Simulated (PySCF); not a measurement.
Job for PySCF: U-HF/6-31G* on FHSi (SMILES F[SiH]), a point of a bond scan (R = 1.944 Å).

```python
from pyscf import gto, scf, dft, mp
from pyscf.data.elements import chemcore

mol = gto.M(
    atom='''
    Si   -0.20727404   -0.34538525    0.44957300
    H    -1.00310898   -1.19489806   -0.55576776
    F     0.56211422    0.87311593   -0.85501517
    ''',
    basis='6-31g*',
    cart=True,
    charge=0, spin=0, verbose=3, max_memory=1800)
mf = scf.UHF(mol)
mf.conv_tol = 1e-8
mf.max_cycle = 100
mf.init_guess_breaksym = True
mf.kernel()
if not mf.converged:
    mf = mf.newton().run(mf.mo_coeff, mf.mo_occ)
for _ in range(4):
    mo, _, stable, _ = mf.stability(return_status=True)
    if stable:
        break
    mf.kernel(mf.make_rdm1(mo, mf.mo_occ))
```

It printed:

```
converged SCF energy = -388.888293008846  <S^2> = 3.449502e-08  2S+1 = 1.0000001
<class 'pyscf.scf.uhf.UHF'> wavefunction has an internal instability
converged SCF energy = -388.888759979176  <S^2> = 0.14829193  2S+1 = 1.2622075
<class 'pyscf.scf.uhf.UHF'> wavefunction is stable in the internal stability analysis
```

Self-consistency was reached. Its determinant has ⟨S²⟩ = 0.15, a mixture of spin states.

Cost: roughly 0.5 core-seconds.
